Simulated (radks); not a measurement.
The magnesium ion Mg+, [Ne] 3s1. Method: non-relativistic Kohn-Sham, r2SCAN, spin-polarised, spherical densities, point nucleus; meta-GGA in the generalised Kohn-Sham scheme; computed with a radial shooting solver on a logarithmic mesh with Libxc functionals. Every spin shell is full or empty, so the densities are truly spherical. Functionals are evaluated on that one density, not self-consistently. Rank these exchange functionals by their error against the exact value of the orbitals, and give that value: LDA, B88, PBEsol, revPBE, PW91, B86b, EV93, revTPSS, SCAN, r2SCAN, Tao-Mo.

Answer. Exact: -15.8413 hartree. From best to worst, with 100 (|E| - |E exact|)/|E exact| (equal figures are ties): revPBE +0.04, PW91 -0.07, B88 +0.09, Tao-Mo +0.12, r2SCAN +0.15, B86b +0.19, revTPSS -0.21, SCAN +0.35, EV93 +1.81, PBEsol -3.66, LDA -8.61.
